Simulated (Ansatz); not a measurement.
`NB(F)Cl` + H₂O → `NB(O)Cl` + H–F at 400 K and 1 bar (formal hydrolysis of a B–F bond).

Gas-phase electronic energies from Ansatz, PBE0-D4/def2-TZVP geometries. CCSD(T)/CBS adds triple-zeta CCSD(T) − MP2 to the extrapolated MP2 energy (def2 sets, frozen cores). This one scheme is used for every species. Each species was taken in one conformer, which may not be the lowest.

| species | CCSD(T)/CBS energy (Eh) | H − E (kJ/mol) | S (J/(mol·K)) |
| --- | --- | --- | --- |
| `NB(F)Cl` | -640.42619 | 114.7 | 310.5 |
| H₂O | -76.37941 | 69.8 | 198.6 |
| `NB(O)Cl` | -616.40523 | 148.4 | 317.9 |
| H–F | -100.39570 | 36.5 | 182.2 |

H − E and S are ideal-gas, rigid-rotor, harmonic terms from PBE0-D4/def2-TZVP, for one conformer and one mirror image of each species. 1 Eh = 2625.50 kJ/mol, R = 8.31446 J/(mol·K).

Task: By hand: ΔE, ΔH, ΔS and ΔG.

Result: ΔE = (-616.40523) + (-100.39570) − (-640.42619) − (-76.37941) = 0.00467 Eh = 12.3 kJ/mol. Δ(H − E) = 148.4 + 36.5 − 114.7 − 69.8 = 0.4, so ΔH = 12.7 kJ/mol. ΔS = 317.9 + 182.2 − 310.5 − 198.6 = -9.0 J/(mol·K). ΔG = 12.7 − 400 × (-9.0)/1000 = 16.3 kJ/mol.

Task: By hand: the equilibrium constant, and the temperature at which ΔG would vanish if ΔH and ΔS stayed fixed.

Result: log₁₀ K = −ΔG/(RT ln 10) = -2.1. ΔH and −TΔS have one sign here, so there is no such temperature.

The number of gas molecules stays the same, so ΔS is small and ΔH decides. A doubt of 5 kJ/mol in ΔE shifts log₁₀ K by 0.7 here. Other conformers and mirror images would add mixing entropy, several J/(mol·K) or more a flexible species. These are equilibria of isolated gas molecules and say nothing of rates. Largest T1 diagnostic: 0.011 (customary marks: 0.02 for closed shells, 0.045 for open ones).

ΔS is within the doubt of such terms, so its sign, and with it that verdict, could turn.
